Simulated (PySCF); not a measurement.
ZnH, SMILES [ZnH] (connectivity only; charge and spin as stated), neutral, multiplicity 2.

Geometry optimised at B3LYP-D3(BJ)/def2-TZVPD. The multiplicity is an assumed one; other spin states were not compared.

Two levels are set side by side: PBE/def2-TZVPD (PySCF) and r2SCAN/def2-TZVPD (PySCF). Same geometry, gas phase. Differences are taken from unrounded values.

| quantity | r2SCAN | PBE | PBE minus r2SCAN |
|---|---|---|---|
| α-spin orbital gap (eV) | 3.58 | 2.95 | -0.63 |
| β-spin orbital gap (eV) | 5.04 | 4.41 | -0.63 |
| dipole moment (D) | 0.59 | 0.47 | -0.11 |
| mean polarisability (bohr³) | 39.7 | 40.0 | 0.2 |

Rough cost on one machine, each run with all the roots and properties that it gave: r2SCAN against PBE within a factor of 2.
